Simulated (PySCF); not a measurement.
Si(H)(Cl)(OH)(OEt) (C2H7ClO2Si), SMILES CCO[SiH](O)Cl.

The structure is a stationary point at PBE0-D3(BJ)/def2-SVP. One conformer was computed; it need not be the lowest.

Vertical ionisation energy (IE) and electron affinity (EA) in eV. Rows of orbital energies are one-electron estimates. Where ΔSCF, EOM or ADC give a negative EA the extra electron is unbound and the value depends on the basis.

```json
[
 {"level": "−ε(HOMO), −ε(LUMO), PBE0/def2-TZVP (PySCF)", "IE": "8.51", "EA": "-0.71"},
 {"level": "−ε(HOMO), −ε(LUMO), PBE/def2-TZVP (PySCF)", "IE": "6.96", "EA": "0.21"}
]
```
